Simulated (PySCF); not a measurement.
**SMILES C=C1CCC[C@@H]1Br, C6H9Br**

Geometry:
| atom | x (Å) | y (Å) | z (Å) |
| --- | --- | --- | --- |
| C1 | 2.157 | 0.084 | -0.647 |
| C2 | 0.890 | 0.004 | -0.281 |
| C3 | -0.227 | -0.645 | -1.056 |
| C4 | -1.502 | -0.226 | -0.320 |
| C5 | -1.042 | -0.089 | 1.130 |
| C6 | 0.331 | 0.550 | 0.998 |
| Br7 | 0.143 | 2.526 | 0.839 |
| H8 | 2.898 | 0.569 | -0.033 |
| H9 | 2.500 | -0.323 | -1.582 |
| H10 | -0.224 | -0.341 | -2.103 |
| H11 | -0.106 | -1.731 | -1.022 |
| H12 | -2.312 | -0.944 | -0.435 |
| H13 | -1.845 | 0.743 | -0.688 |
| H14 | -0.922 | -1.077 | 1.583 |
| H15 | -1.728 | 0.493 | 1.744 |
| H16 | 0.981 | 0.414 | 1.861 |

Computed with GIAO HF/pcSseg-1 magnetisability, rotational g tensor and spin-rotation constants, non-relativistic, gas phase in PySCF. Geometry: GFN2-xTB.

The calculation is non-relativistic, which matters for the atoms heavier than Zn.

(1) Give the nuclear spin-rotation constants along the inertial axes (H = +C I·J) beside the isotropic shieldings.

(2) How do the rotational constants and the g tensor change when H8, H9, H10, H11, H12, H13, H14, H15, H16 are replaced by deuterium?

## Answers

(1) Rotational constants 2.7643, 1.3520, 1.0555 GHz. A star marks the isotopologue with that one atom substituted, in its own axes.
```tsv
atom	isotope	Caa (kHz)	Cbb (kHz)	Ccc (kHz)	mean (kHz)	σ (ppm)
Br7	79Br	1.641	2.126	2.125	1.964	2211.7
H8	1H	-0.046	-0.069	-0.060	-0.059	26.3
H9	1H	-0.040	-0.073	-0.063	-0.059	26.5
H10	1H	-0.288	-0.135	0.026	-0.132	29.5
H11	1H	0.023	-0.154	-0.086	-0.072	29.9
H12	1H	-0.137	-0.047	-0.117	-0.100	30.5
H13	1H	-0.156	-0.135	-0.029	-0.107	30.0
H14	1H	-0.168	-0.144	-0.033	-0.115	30.4
H15	1H	-0.138	-0.035	-0.120	-0.098	30.0
H16	1H	-0.266	-0.113	0.032	-0.116	27.4
C1	13C*	0.964	0.360	0.259	0.528	71.3
C2	13C*	1.112	0.452	0.323	0.629	33.2
C3	13C*	0.428	0.181	0.164	0.258	163.9
C4	13C*	0.399	0.176	0.151	0.242	169.5
C5	13C*	0.416	0.200	0.194	0.270	155.5
C6	13C*	0.525	0.244	0.221	0.330	133.7
```
For the geometry as given, no vibrational averaging.

(2) Constants 2.2444, 1.2139, 0.9379 GHz; g -0.0049, -0.0064, -0.0044, against -0.0056, -0.0069, -0.0049 before.
